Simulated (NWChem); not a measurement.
System: HfO; SMILES [O]=[Hf]

```xyz
2

Hf     0.0000     0.0000    -0.1721
O      0.0000     0.0000     1.5490
```
Atoms are numbered in this order, from 1.

Results from NWChem. Coordinates come from a PBE0-D3(BJ)/def2-TZVP optimisation. def2 effective core potentials on Hf; no spin-orbit coupling.

Predict the results for CAM-B3LYP/def2-SVP. Quantities: highest occupied level (eV); orbital gap (eV); dipole (D).


```
Item                         Value
---------------------------  -----
highest occupied level (eV)  -6.80
orbital gap (eV)              5.81
dipole (D)                    3.68
```
